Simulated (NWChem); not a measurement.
System: CH₄CdOS; SMILES [Cd]([SH])[O]C

```xyz
8

Cd     0.1139     0.0369    -0.0240
O      0.4625    -1.9239     0.0480
C     -0.5852    -2.8614    -0.0075
H     -1.1732    -2.8361    -0.9588
H     -0.1436    -3.8832     0.0615
H     -1.3200    -2.7783     0.8321
S     -0.1739     2.3670    -0.0286
H     -0.2384     2.4145     1.3337
```
Atoms are numbered in this order, from 1.

Computed with NWChem. Structure relaxed at the PBE-D3(BJ)/def2-SVP (def2 core potentials past Kr) level.

For level PBE/3-21G, non-relativistic:

* **highest occupied level (eV)**: -5.26
* **orbital gap (eV)**: 2.98
* **dipole (D)**: 1.85

Task: What are these values for level PBE/STO-3G, non-relativistic?

Result: The highest occupied level (eV) is -1.38 and the orbital gap (eV) is 4.49. The dipole (D) is 0.64.
